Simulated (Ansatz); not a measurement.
C2H9BO2, relaxed with RKS PBE-D4/def2-SVP in Ansatz from a rough embedded geometry. The force threshold is 0.03 eV/Å; the program also tests the step.

The species carries charge 0 and has multiplicity 1. The bonds changed during the relaxation, so this is another structure than the one it started from.

Start:

```xyz
14

C     0.907   -0.446    0.852
B     0.104    0.183   -0.322
C    -1.399    0.370    0.136
O     0.601    1.470   -0.687
O     0.147   -0.715   -1.524
H     0.900    0.186    1.805
H     1.993   -0.567    0.594
H     0.523   -1.486    1.166
H    -1.510    1.066    1.054
H    -1.892   -0.591    0.399
H    -2.012    0.851   -0.685
H     0.603    2.075    0.135
H     1.150   -0.808   -1.731
H    -0.116   -1.588   -1.193
```

Problem. How much energy does the relaxation release, and in how many steps? (Estimate.)

Solution. Ansatz gave: 125.41 kJ/mol, in 21 steps, 2 of them rejected.

Problem. Which bonds change most? (An estimate is asked.)

Solution. Ansatz gave: O5–H13 from 1.029 to 0.980 Å; O4–H12 from 1.021 to 0.975 Å; C3–H9 from 1.158 to 1.113 Å; C1–H8 from 1.152 to 1.109 Å.

Problem. Give the relaxed structure. (Best estimate.)

Solution. Ansatz gave: 
```xyz
14

C     0.885   -0.350    1.222
B    -0.009    0.458    0.192
C    -1.584    0.445    0.242
O     0.578    1.353   -0.693
O     0.066   -1.202   -1.951
H     0.789    0.117    2.229
H     1.970   -0.375    0.980
H     0.532   -1.394    1.337
H    -1.919    0.991    1.153
H    -1.984   -0.585    0.328
H    -2.053    0.940   -0.631
H     1.547    1.380   -0.581
H     0.219   -0.239   -2.044
H     0.965   -1.540   -1.784
```
